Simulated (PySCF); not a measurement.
Potential energy curve for BN, triplet.

- UHF/6-31G (PySCF)
- ROHF/6-31G (PySCF)
- UKS-BHandHLYP = unrestricted BHandHLYP/6-31G (PySCF)

Magnitude of the dipole moment (D; its direction can reverse along the curve, and a method can change to another solution) and Mulliken charge of the fragment that holds B1:

| R / Å | μ UHF | q UHF | μ ROHF | q ROHF | μ UKS-BHandHLYP | q UKS-BHandHLYP |
|---|---|---|---|---|---|---|
| 1.05 | 0.51 | 0.22 | 2.19 | 0.12 | 0.32 | 0.12 |
| 1.13 | 2.37 | 0.21 | 2.41 | 0.22 | 2.12 | 0.16 |
| 1.20 | 2.53 | 0.29 | 2.60 | 0.30 | 2.22 | 0.23 |
| 1.25 | 2.64 | 0.33 | 2.73 | 0.35 | 2.29 | 0.28 |
| 1.27 | 2.68 | 0.35 | 2.79 | 0.37 | 2.31 | 0.29 |
| 1.32 | 2.76 | 0.38 | 2.92 | 0.41 | 2.36 | 0.33 |
| 1.37 | 2.80 | 0.40 | 3.05 | 0.44 | 2.39 | 0.35 |
| 1.41 | 2.78 | 0.41 | 3.14 | 0.46 | 2.39 | 0.37 |

The scan ran from 1.05 to 5.21 Å; beyond the distances shown one of the unrestricted levels run for this scan, shown here or not, changes its spin distribution in one step. The unrestricted determinant behind UHF is spin-contaminated at 1.37 to 1.41 Å (<S²> up to 2.2, against 2.00 for a pure triplet).
